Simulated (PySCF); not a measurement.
A calculated (PBE, PySCF 2.14, aug-cc-pVQZ, the non-relativistic Hamiltonian (point nucleus)) atom or ion has these occupied shells.

| shell | electrons | orbital energy (eV) | rms radius, mean of both spins (bohr) |
| --- | --- | --- | --- |
| 1s α | 1 | -383.85 | 0.267 |
| 1s β | 1 | -382.33 | 0.267 |
| 2s α | 1 | -19.856 | 1.47 |
| 2s β | 1 | -15.287 | 1.47 |
| 2p α | 3 | -8.304 | 1.64 |

**Question.** Name the element and its charge.

**Answer.** N (nitrogen, neutral), in [He] 2s2 2p3, high-spin 4S determinant.
